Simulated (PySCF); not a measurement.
Cl2FHNNb, SMILES [NH]=[Nb]([F])([Cl])[Cl], multiplicity 1.

The structure is a stationary point at B3LYP-D3(BJ)/def2-SVP. The multiplicity is an assumed one; no other spin state was optimised. The structure was generated by enumeration; whether it is a known compound was not checked. The def2 effective core potentials stand for the cores of Nb; spin–orbit coupling is left out.

Method: TDDFT-ωB97X/def2-SVPD (PySCF).

Vertical excitations.  State labels are in the subgroup Cs.

Q: Give excitation energies, oscillator strengths and character. (The exact figures need the calculation; the answer reports its results.)

A: 
```json
[
 {"state": "S1", "symmetry": "A\"", "energy (eV)": "4.51", "λ (nm)": "275", "f": "0.002", "main pairs": "HOMO→LUMO 77 %, HOMO−1→LUMO+1 15 %"},
 {"state": "S2", "symmetry": "A'", "energy (eV)": "4.75", "λ (nm)": "261", "f": "0.001", "main pairs": "HOMO−1→LUMO 56 %, HOMO→LUMO+1 39 %"},
 {"state": "S3", "symmetry": "A\"", "energy (eV)": "4.85", "λ (nm)": "255", "f": "0.004", "main pairs": "HOMO−1→LUMO+1 73 %, HOMO→LUMO 16 %"},
 {"state": "S4", "symmetry": "A'", "energy (eV)": "4.95", "λ (nm)": "251", "f": "0.011", "main pairs": "HOMO→LUMO+1 53 %, HOMO−1→LUMO 35 %"},
 {"state": "S5", "symmetry": "A\"", "energy (eV)": "5.72", "λ (nm)": "217", "f": "0.000", "main pairs": "HOMO−1→LUMO+2 77 %"},
 {"state": "S6", "symmetry": "A'", "energy (eV)": "6.03", "λ (nm)": "206", "f": "0.003", "main pairs": "HOMO−3→LUMO 35 %, HOMO→LUMO+2 29 %, HOMO−1→LUMO+4 17 %"},
 {"state": "S7", "symmetry": "A\"", "energy (eV)": "6.05", "λ (nm)": "205", "f": "0.017", "main pairs": "HOMO−2→LUMO 63 %, HOMO→LUMO+3 11 %, HOMO→LUMO+4 10 %"},
 {"state": "S8", "symmetry": "A'", "energy (eV)": "6.13", "λ (nm)": "202", "f": "0.002", "main pairs": "HOMO−2→LUMO+1 74 %, HOMO−1→LUMO+3 12 %"},
 {"state": "S9", "symmetry": "A\"", "energy (eV)": "6.15", "λ (nm)": "202", "f": "0.000", "main pairs": "HOMO→LUMO+3 33 %, HOMO−4→LUMO 24 %, HOMO→LUMO+4 24 %, HOMO−1→LUMO+2 5 %"},
 {"state": "S10", "symmetry": "A'", "energy (eV)": "6.24", "λ (nm)": "199", "f": "0.013", "main pairs": "HOMO−3→LUMO 48 %, HOMO→LUMO+2 16 %, HOMO−1→LUMO+4 12 %, HOMO−2→LUMO+1 9 %"},
 {"state": "T1", "symmetry": "A'", "energy (eV)": "4.19", "λ (nm)": "296", "f": "0", "main pairs": "HOMO−1→LUMO 42 %, HOMO→LUMO+1 24 %, HOMO→LUMO+2 11 %, HOMO−1→LUMO+4 7 %"},
 {"state": "T2", "symmetry": "A\"", "energy (eV)": "4.31", "λ (nm)": "288", "f": "0", "main pairs": "HOMO→LUMO 84 %"},
 {"state": "T3", "symmetry": "A'", "energy (eV)": "4.40", "λ (nm)": "282", "f": "0", "main pairs": "HOMO→LUMO+1 43 %, HOMO−1→LUMO 38 %"},
 {"state": "T4", "symmetry": "A\"", "energy (eV)": "4.56", "λ (nm)": "272", "f": "0", "main pairs": "HOMO−1→LUMO+1 79 %"}
]
```
Triplets are in the Tamm–Dancoff approximation, which puts them higher than full response would, so one can lie above its singlet here.
